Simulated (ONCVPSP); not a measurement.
**Zn: excitation energies, all-electron against ONCV**

- Element: Zn (Z = 30)
- Generator: ONCVPSP 4.0.1
- Type: optimised norm-conserving Vanderbilt (ONCV)
- Functional: PBE
- Relativity: non-relativistic
- Frozen core: [Ne] 3s2
- Valence charge: 18
- Reference configuration: 3p6 3d10 4s2
- Partial waves: 4s: rc 1.95 bohr, ncon 4, nbas 7, qcut 3.4 1/bohr, 1 projector; 3p: rc 0.75 bohr, ncon 4, nbas 8, qcut 13.1 1/bohr, 1 projector; 3d: rc 0.85 bohr, ncon 4, nbas 9, qcut 17.1 1/bohr, 2 projectors, debl 2.1 Ha
- Local potential: polynomial inside 0.50 bohr (lpopt 5, dvloc0 1 Ha)
- Core correction: none

Energies are relative to the spin-unpolarised reference configuration 3p6 3d10 4s2; without spin polarisation the order of configurations can differ from experiment. Not all tests gave a result: 1 of 4 tests not solved or not reliable.

| valence configuration | charge | ΔE all-electron (eV) | error AE − PS (meV) |
| --- | --- | --- | --- |
| 3p6 3d10 4s1 | +1 | 9.668 | -2.4 |
| 3p6 3d10 4s0 | +2 | 27.750 | -28 |
| 3p6 3d10 4s0 4p1 | +1 | 15.716 | +2.4 |

Levels in the configuration 3p6 3d10 4s0 4p1:

| level | all-electron (eV) | pseudo (eV) |
| --- | --- | --- |
| 3p | -93.730 | -93.577 |
| 3d | -21.806 | -21.689 |
| 4p | -8.625 | -8.647 |

Note: ghosts flagged at negative energy: s at -634.5 eV; GHOST(+) flagged for s at 24.1 eV. A true bound ghost makes a file unfit for plane-wave use.
